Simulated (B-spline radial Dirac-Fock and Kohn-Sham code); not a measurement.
How the settings move the core levels of Pt⁶⁺

ΔSCF core binding energies without Breit or QED terms, calculated with a radial finite-basis atomic code. Keys: rel is the Hamiltonian (dirac, or spin-free x2c and nr, where L3 and M5 stand for the whole 2p and 3d shells), method is hf or an exchange,correlation pair (spin-unpolarised, also for the hole states), nuc the nuclear model, radius_factor scales its radius, rmax is the box in bohr, h the logarithmic mesh step, order the B-spline order, points the quadrature points per cell, c_factor scales the speed of light, and damp, ndamp, maxit and tol steer the iteration. The run stops when the commutator error falls below 10·tol·max(1, Z/10), or the numerical noise floor, and the energy has settled to about 1e-8 Ha; the virial ratio is −V/T.

Base input:

```json
{"items": [{"Z": 78, "q": 6, "cfg": [[1, 0, 2], [2, 0, 2], [2, 1, 6], [3, 0, 2], [3, 1, 6], [3, 2, 10], [4, 0, 2], [4, 1, 6], [4, 2, 10], [4, 3, 14], [5, 0, 2], [5, 1, 6], [5, 2, 4]], "A": 195, "rrms": 5.427, "do": "settings", "holes": ["K", "L3", "M5"],
  "settings": [{"rel": "dirac", "method": "hf", "nuc": "fermi", "radius_factor": 1.0, "rmax": 45.0, "h": 0.3, "order": 8, "points": 10, "c_factor": 1.0, "maxit": 60, "damp": 0.5, "ndamp": 3, "tol": 1e-08}]}]}
```

The ground state converged in 10 iterations, with total energy -18426.32997 Ha, virial ratio 1.87478 and highest orbital energy -90.07 eV. ΔSCF binding energies: K (1s) 78908.5 eV, L3 (2p3/2) 11698.4 eV, M5 (3d5/2) 2226.1 eV.

Changes from the base run:

```
                                changed setting  Δ total energy (Ha)  Δ K (eV)  Δ L3 (eV)  Δ M5 (eV)  iterations
                             method = "b88,lyp"             -8.67618    +61.43     -41.22     -16.31           9
                                  nuc = "gauss"             -0.02940     +0.32       0.00       0.00          10
rel = "nr"; radius_factor = 1.2; c_factor = 1.5          +1103.99844  -7165.12     -67.76     +52.11          10
                                     rel = "nr"          +1103.99844  -7165.12     -67.76     +52.11          10
 rel = "nr"; method = "b88,lyp"; c_factor = 1.5                    ?         ?          ?          ?           ?
                                    tol = 1e-06              0.00000      0.00       0.00       0.00           8
                                      order = 5             +0.00958     +0.01      +0.01      +0.01          10
```

Question: What does the change rel = "nr"; method = "b88,lyp"; c_factor = 1.5 do?

Answer: The total energy moves by +1099.71744 Ha and the binding energies by K -7135.36 eV, L3 -111.33 eV, M5 +35.11 eV; the run takes 9 iterations.
